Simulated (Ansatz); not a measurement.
`[OH][GeH]` and `O[SiH]` differ in one element.

Ansatz, PBE0-D4/def2-TZVP geometries, multiplicity 1. 

Scalar relativity is left out up to krypton.

```json
{"property": "LUMO energy (PBE0/def2-TZVPP) / eV", "`[OH][GeH]`": "-2.24"}
{"property": "HOMO–LUMO gap (ωB97M-V/def2-TZVPP) / eV", "`[OH][GeH]`": "8.64"}
{"property": "size of the dipole moment (PBE/def2-TZVPP) / D", "`[OH][GeH]`": "1.39"}
{"property": "HOMO–LUMO gap (PBE/def2-TZVPP) / eV", "`[OH][GeH]`": "2.55"}
{"property": "HOMO–LUMO gap (B3LYP/def2-TZVPP) / eV", "`[OH][GeH]`": "4.08"}
{"property": "HOMO–LUMO gap (PBE0/def2-TZVPP) / eV", "`[OH][GeH]`": "4.48"}
```

Question: Give the same properties after the change, and the shifts. (An estimate is asked.)

Answer: Ansatz gave: 
```csv
property,`O[SiH]`,shift
LUMO energy (PBE0/def2-TZVPP) / eV,-2.06,0.18
HOMO–LUMO gap (ωB97M-V/def2-TZVPP) / eV,8.54,-0.10
size of the dipole moment (PBE/def2-TZVPP) / D,1.27,-0.12
HOMO–LUMO gap (PBE/def2-TZVPP) / eV,2.45,-0.10
HOMO–LUMO gap (B3LYP/def2-TZVPP) / eV,4.05,-0.03
HOMO–LUMO gap (PBE0/def2-TZVPP) / eV,4.42,-0.06
```

With PBE0 the HOMO rises by 0.25 eV and the LUMO rises by 0.18 eV, so the gap narrows by about 0.07 eV. PBE moves the HOMO by 0.24 eV and ωB97M-V by 0.29 eV. Dipoles are sizes alone; their direction can turn.

B3LYP here is the variant with VWN-RPA as its local correlation; programs differ in this.
